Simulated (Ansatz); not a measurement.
Correlation energies of `O[Si](O)(F)N[SiH2]F` by basis set

Z-matrix (Å, degrees):
```
Si
O 1 1.629
F 1 1.591 2 108.9
O 1 1.620 2 106.3 3 -120.7
N 1 1.703 2 115.5 3 117.3
H 2 0.958 1 118.1 3 -54.6
H 4 0.958 1 117.3 2 30.8
Si 5 1.713 1 129.9 2 -114.6
H 5 1.011 1 114.9 2 61.0
F 8 1.602 5 111.3 1 81.5
H 8 1.480 5 108.1 1 -161.7
H 8 1.475 5 110.6 1 -36.7
```

Charge 0, multiplicity 1. The geometry is a stationary point of PBE0-D4/def2-TZVP. It is one conformer, not always the lowest. Frozen core, restricted reference, Ansatz 0.2.0. CBS rows extrapolate triple and quadruple zeta; past MP2 they add the triple-zeta difference.

```tsv
basis	HF (Eh)	MP2 corr.	CCSD corr.	(T)	CCSD(T) total
def2-TZVPP	?	-1.41639	-1.44201	?	?
def2-QZVPP	-984.41983	-1.53973	–	–	–
CBS(def2)	?	-1.63109	?	as TZ	?
```

Question: Fill in the withheld values. (Best estimate.)

Answer: The calculation gave: def2-TZVPP HF (Eh): -984.38057; def2-TZVPP (T): -0.04739; def2-TZVPP CCSD(T) total: -985.86997; CBS(def2) HF (Eh): -984.42524; CBS(def2) CCSD corr.: -1.65670; CBS(def2) CCSD(T) total: -986.12933.
